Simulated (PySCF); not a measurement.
An unknown gives this computed stick spectrum. Computed with TDDFT CAM-B3LYP/def2-SVPD, vertical, gas phase, core orbitals frozen in the response (PySCF 2.14.0, density-fitted response routines). Geometries: PBE0-D3(BJ)/def2-SVP, one conformer each.

```csv
state,E (eV),f
S1,5.05,1.014
S2,5.43,0.0008
S3,5.59,0.0003
S4,6.28,0.0000
S5,6.45,0.010
S6,6.58,0.023
S7,6.82,0.0010
S8,7.16,0.023
S9,7.29,0.0066
S10,7.31,0.022
```

Orbital energies (eV): HOMO-3 -11.37, HOMO-2 -9.99, HOMO-1 -9.31, HOMO -7.28, LUMO 0.10, LUMO+1 0.97, LUMO+2 1.72.

Question: Which structure fits? All have the formula C6H9NO.
A. `C=C1CC(NC=O)C1`
B. `C=C/C=C/NC(C)=O`
C. `CN(C)c1ccoc1`
D. `CC#CCNC(C)=O`

Answer: B. Its S1, at 5.05 eV, is the lowest among the candidates; the nearest of the others has S1 at 5.36 eV. S1 is HOMO→LUMO (97%). Löwdin shares by element: HOMO carbon 56% or more, nitrogen 15% (atoms not listed hold the other 29%); LUMO carbon 60% or more (atoms not listed hold the other 40%). At the same level the other candidates give, for their lowest levels:
- `C=C1CC(NC=O)C1`: 5.73 eV (f 0.001); 6.71 eV (f 0.005); 6.88 eV (f 0.447); 7.00 eV (f 0.070); 7.14 eV (f 0.085); HOMO -8.70, LUMO 0.88 eV
- `CC#CCNC(C)=O`: 5.81 eV (f 0.001); 6.32 eV (f 0.004); 6.65 eV (f 0.023); 6.80 eV (f 0.005); 6.86 eV (f 0.001); HOMO -8.57, LUMO 1.02 eV
- `CN(C)c1ccoc1`: 5.36 eV (f 0.042); 5.45 eV (f 0.059); 6.10 eV (f 0.007); 6.23 eV (f 0.006); 6.54 eV (f 0.015); T1 3.80 eV; HOMO -6.80, LUMO 1.27 eV

Conformer computed: `[CH2:1]=[CH:2]/[CH:3]=[CH:4]/[NH:5][C:6]([CH3:7])=[O:8]`: C1–C2–C3–C4 180°, C3–C4–N5–C6 179°, C4–N5–C6–C7 180°.
Triplets come from the Tamm–Dancoff approximation.
